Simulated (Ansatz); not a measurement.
Consider the formal exchange of groups at a C–F bond: `N=CF` + `CC[SiH3]` → `CC([SiH3])C=N` + H–F.

Computed with Ansatz on PBE0-D4/def2-TZVP structures; ΔE is electronic, products minus reactants. CCSD(T)/CBS is the MP2 limit (def2-TZVPP, def2-QZVPP) plus CCSD(T) − MP2 in def2-TZVPP, frozen cores. This one scheme is used for every species. DFT in def2-TZVPP. B3LYP here is the variant with VWN-RPA as its local correlation; programs differ in this. Each species was taken in one conformer, which may not be the lowest.

`N=CF`:

```xyz
5

N    -0.571    0.658    0.392
C     0.180   -0.095   -0.249
F     0.597    0.256   -1.461
H    -0.799    0.250    1.294
H     0.592   -1.069    0.024
```

`CC[SiH3]`:

```xyz
11

C     0.753   -1.142   -0.383
C     0.251    0.281   -0.606
Si   -0.878    0.896    0.761
H     1.407   -1.470   -1.195
H    -0.076   -1.852   -0.322
H     1.320   -1.224    0.548
H    -0.292    0.352   -1.554
H     1.094    0.976   -0.689
H    -0.166    0.879    2.069
H    -2.076    0.019    0.878
H    -1.336    2.287    0.492
```

`CC([SiH3])C=N`:

Cartesian coordinates in Å:
```
C 0.392 1.520 -0.340
C 0.058 0.187 0.333
Si 1.002 -1.237 -0.490
C -1.403 -0.121 0.279
N -2.137 -0.628 1.175
H 0.079 1.521 -1.388
H 1.465 1.720 -0.317
H -0.115 2.351 0.157
H 0.378 0.201 1.382
H 0.538 -1.395 -1.894
H 2.456 -0.920 -0.496
H 0.772 -2.503 0.252
H -1.885 0.111 -0.679
H -1.599 -0.807 2.027
```

H–F:

Cartesian coordinates in Å:
```
F -0.167 0.401 -0.152
H 0.167 -0.401 0.152
```

```
             level  ΔE (kJ/mol)  difference from CCSD(T)/CBS
            PBE-D4         -4.7                         17.0
         r2SCAN-D4         -1.2                         20.5
           PBE0-D4         -8.7                         13.0
          B3LYP-D4         -4.5                         17.2
           ωB97X-V         -2.5                         19.2
           ωB97M-V         -5.1                         16.6
            B2PLYP         -3.3                         18.4
               PBE          3.0                         24.7
            r2SCAN          1.1                         22.8
              PBE0         -1.9                         19.8
             B3LYP          7.5                         29.2
     HF/def2-TZVPP          9.9                         31.6
    MP2/def2-TZVPP        -24.9                         -3.2
SCS-MP2/def2-TZVPP        -16.9                          4.8
   CCSD/def2-TZVPP        -13.6                          8.1
CCSD(T)/def2-TZVPP        -16.5                          5.2
     HF/def2-QZVPP          9.8                         31.5
    MP2/def2-QZVPP        -27.9                         -6.2
SCS-MP2/def2-QZVPP        -19.9                          1.8
      HF/CBS(def2)          9.8                         31.5
     MP2/CBS(def2)        -30.1                         -8.4
    CCSD/CBS(def2)        -18.7                          3.0
       CCSD(T)/CBS        -21.7                            0
```

Largest T1 diagnostic among the species: 0.013.

In def2-TZVPP, CCSD(T) changes the Hartree–Fock value by −26.4 kJ/mol (the triples alone add −2.9 kJ/mol) and MP2 by −34.8 kJ/mol. The D4 term adds −12.1 kJ/mol with B3LYP and −6.8 kJ/mol with PBE0; it sums over pairs of atoms, weighted by their polarisabilities, and B3LYP, whose exchange is more repulsive, gets the larger term.
